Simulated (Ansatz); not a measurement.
Relaxation of H2S2SeSn (6 atoms, charge 0, multiplicity 1), to a largest force component of 0.02 eV/Å in at most 50 steps.

Theory: RKS r2SCAN-D4/def2-SVP (Ansatz).

```xyz
6
Properties=species:S:1:pos:R:3:forces:R:3
Se -0.442 1.418 -1.580 -1.87 0.53 -1.06
Sn 0.344 0.153 0.431 0.09 2.00 2.38
S -0.276 -2.183 0.280 -0.04 -1.84 0.66
S 1.844 -1.691 -0.183 0.37 -0.35 -3.24
H -1.919 1.430 -1.050 1.62 -0.04 -0.39
H 3.220 -1.623 -0.104 -0.18 -0.30 1.66
```

Q: Where does it end, and by what steps?

A: The run converged. After 21 steps the energy has fallen by 2.972 eV; Se1 moved furthest, 1.10 Å.

```csv
step,energy less start (eV),largest force component (eV/Å),accepted
0,0.0000,3.241,yes
1,-1.3749,2.412,yes
2,-2.1047,2.027,yes
3,-2.5084,1.671,yes
4,-2.7454,0.320,yes
5,-2.7696,0.211,yes
6,-2.7762,0.043,yes
7,-2.7785,0.062,yes
8,-2.7801,0.033,yes
9,-2.7826,0.117,yes
10,-2.8003,0.269,yes
11,-2.7956,0.733,no
12,-2.8162,0.225,yes
13,-2.8337,0.243,yes
14,-2.8560,0.484,yes
15,-2.8678,1.061,yes
16,-2.9365,0.398,yes
17,-2.9294,0.420,no
18,-2.9649,0.324,yes
19,-2.9682,0.157,yes
20,-2.9720,0.094,yes
21,-2.9722,0.017,yes
```

```xyz
6
Properties=species:S:1:pos:R:3
Se -1.268 0.706 -1.469
Sn 0.089 0.136 0.664
S 0.266 -2.339 0.074
S 2.032 -1.452 -0.669
H -1.226 2.150 -1.177
H 2.877 -1.699 0.371
```

Time of the run: 2.3 min on 2 threads of Arm Neoverse V1, with other jobs on the host, peak memory 0.18 GiB.
